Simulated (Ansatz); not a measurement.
Stepwise reaction of `C[O][SnH2][O]C` with hydrogen fluoride, as a gas-phase model of exchange steps in deposition or etching. ΔE in kJ/mol; ΔG adds harmonic PBE0-D4 terms to CCSD(T)/CBS, at 1 bar.

Gas-phase electronic energies from Ansatz, PBE0-D4/def2-TZVP geometries. CBS: MP2 limit from def2 TZ/QZ plus the TZ coupled-cluster correction, frozen cores. This one scheme is used for every species. Functionals use def2-TZVPP. B3LYP here is the variant with VWN-RPA as its local correlation; programs differ in this. Elements past krypton have def2 core potentials. For Sn outer-core shells are correlated without core-valence functions, which leaves a few kJ/mol of doubt a bond. One conformer a species, not always the lowest.

| step | reaction | PBE-D4 | B3LYP-D4 | ωB97M-V | CCSD(T)/CBS | ΔG(400 K) |
| --- | --- | --- | --- | --- | --- | --- |
| 1 | `C[O][SnH2][O]C` + H–F → `C[O][SnH2][F]` + CH₃OH | -40.2 | -41.3 | -42.2 | -32.5 | -36.6 |
| 2 | `C[O][SnH2][F]` + H–F → `[F][SnH2][F]` + CH₃OH | -36.2 | -37.1 | -37.9 | -28.7 | -28.4 |

Problem. By hand: ΔE of the 2 steps together at CCSD(T)/CBS.

Solution. (-32.5) + (-28.7) = -61.2 kJ/mol, or -30.6 kJ/mol a step.

In ΔE the steps differ by no more than 3.8 kJ/mol. All are downhill at CCSD(T)/CBS. ΔG lies between -36.6 and -28.4 kJ/mol a step. PBE-D4 differs from CCSD(T)/CBS by -7.7 to -7.5 kJ/mol a step. Only this route is followed, and other bonds may react first. Isolated molecules leave out the surface, adducts and barriers. Largest T1 diagnostic: 0.014.
